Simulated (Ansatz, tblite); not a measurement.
Isomers of Ag4O3⁻ (doublet), found by a short tight-binding search and relaxed with PBE-D4/def2-SVPD in Ansatz.

In the def2 sets Ag takes a core potential; there is no spin–orbit coupling. The xTB rows come from tblite. B3LYP takes the VWN-RPA correlation. Correlated methods freeze 3 core orbitals; core or outer-core shells of Ag are correlated, in sets that lack core-valence functions.

Run but left out: HF/STO-3G, HF/def2-TZVPD, PBE0-D4/def2-TZVPD, MP2/def2-TZVPD (A: ⟨S²⟩ 1.12 to 3.95, where a pure state has 0.75).

A: At B3LYP-D4/def2-TZVPD the charge -1 doublet is spin-contaminated (final ⟨S²⟩ up to 0.97, 0.75 for a pure state). C: It holds 1 O–O bond. D: At r2SCAN-D4/def2-TZVPD the charge -1 doublet is spin-contaminated (final ⟨S²⟩ up to 0.89, 0.75 for a pure state). It holds 1 O–O bond. E: At B3LYP-D4/def2-TZVPD the charge -1 doublet is spin-contaminated (final ⟨S²⟩ up to 0.85, 0.75 for a pure state).

Other spin states weren't relaxed.

A:

```xyz
7

Ag    1.045   -2.543   -0.533
Ag   -1.103   -0.931   -0.641
Ag    1.289    0.417    0.509
Ag   -1.319    1.641    0.172
O     0.457    2.254    0.893
O     2.364   -1.269    0.247
O    -2.732    0.432   -0.648
```

B:

```tsv
atom	x (Å)	y (Å)	z (Å)
Ag1	4.3323	-0.0838	1.5587
Ag2	-4.2953	1.0922	-1.2503
Ag3	-1.5821	0.2318	-0.5118
Ag4	1.5841	-0.1998	0.5191
O5	3.1178	-1.4646	0.7164
O6	0.0400	1.0279	0.3076
O7	-3.1968	-0.6038	-1.3397
```

C:

Cartesian coordinates in Å:
```
Ag -1.365 -0.143 -0.043
Ag 1.326 0.894 0.279
Ag 0.762 -1.791 -0.558
Ag -1.763 -2.686 -0.840
O -1.352 1.992 0.622
O -0.074 2.408 0.749
O 2.466 -0.674 -0.209
```

D:

```xyz
7

Ag    1.071    1.706    1.046
Ag   -1.432    1.737    0.191
Ag    0.171   -0.733   -0.235
Ag   -3.020   -1.535   -1.643
O     2.751    0.049    0.973
O     2.233   -1.015    0.373
O    -1.775   -0.209   -0.705
```

E:

```xyz
7

Ag   -0.873   -1.722    0.284
Ag    0.802   -0.149   -1.270
Ag    1.958    1.653    0.686
Ag   -0.873    1.023    0.685
O     0.440   -2.214   -1.210
O    -1.947   -0.546    1.573
O     0.493    1.956   -0.749
```

Task: Estimate which lies lowest at each level, and how far above it the others are (kcal/mol).

Result: 
```
               level     A     B     C     D     E
            GFN1-xTB   1.6  14.2  31.7  50.2   0.0
            GFN2-xTB   0.4  14.7   3.5  22.3   0.0
   PBE-D4/def2-TZVPD  11.1  25.4   0.0  22.5   8.2
r2SCAN-D4/def2-TZVPD  10.3  26.7   0.0  24.0   5.7
 B3LYP-D4/def2-TZVPD  20.7  29.4   0.0  18.4  14.5
  RPA@PBE/def2-TZVPD  10.5  24.6  10.8  29.3   0.0
```
Point groups (tolerance 0.1 Å): A Cs, B C2v, C Cs, D Cs, E Cs. Lower isomers may exist.
